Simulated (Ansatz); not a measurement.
A nudged elastic band was laid between two geometries of AlF2H2O (6 atoms, charge 0, multiplicity 2).

Method: UKS B3LYP/def2-SVP (Ansatz).

```json
{
  "movable images": "7",
  "climbing image": "yes",
  "spring": "5.0 eV/Å²",
  "optimiser": "quadratic models (default)",
  "start path": "through a guess of the saddle point",
  "force threshold": "0.05 eV/Å",
  "iteration limit": "60",
  "end points": "relaxed"
}
```

Image 0:

```xyz
6
Properties=species:S:1:pos:R:3
Al 0.011 -0.005 0.561
H 0.210 -1.512 1.513
F 1.376 0.389 -0.287
F -1.455 -0.006 -0.217
O 0.056 0.281 2.291
H -0.712 0.052 2.836
```

Image 8:

```xyz
6
Properties=species:S:1:pos:R:3
Al -0.240 -0.510 -0.002
H 0.774 -0.289 2.210
F 1.316 0.153 -0.050
F -1.504 0.602 0.151
O -0.096 -0.681 2.010
H -0.765 -0.075 2.378
```

**Question.** Which bonds break or form, and what moves?

**Answer.** Bonds formed: H2–O5.

**Question.** What energy profile does the band end with?

**Answer.** The run converged. The highest image is number 1 of 0 to 8, 36.1 kJ/mol above the first end and 89.8 kJ/mol above the last; the last end lies 53.7 kJ/mol below the first. Beside the main top the profile has a ripple of under 15 meV (maxima at images 1, 5), which may be a very shallow well or noise. A vibrational analysis at the climbing image gives one clearly imaginary mode, 1180i cm⁻¹: a first-order saddle point.

```tsv
image	path coordinate (Å)	energy (kJ/mol)	H2–O5 (Å)
0	0.00	0.0	1.96
1	0.63	36.1	1.29
2	1.01	-11.7	1.01
3	1.39	-38.1	0.97
4	1.77	-45.6	0.97
5	2.15	-44.7	0.97
6	2.53	-47.8	0.97
7	2.91	-52.3	0.97
8	3.29	-53.7	0.98
```

**Question.** What is the geometry of the highest image?

**Answer.** 
```xyz
6
Properties=species:S:1:pos:R:3
Al 0.039 -0.155 0.421
H 0.278 -1.184 1.906
F 1.353 0.455 -0.387
F -1.493 0.041 -0.196
O 0.092 0.038 2.260
H -0.783 0.004 2.693
```

The run took 8.7 min on 2 threads of Intel(R) Xeon(R) Platinum 8259CL CPU @ 2.50GHz (Skylake/Cascade Lake) (shared host), peak memory 0.19 GiB.
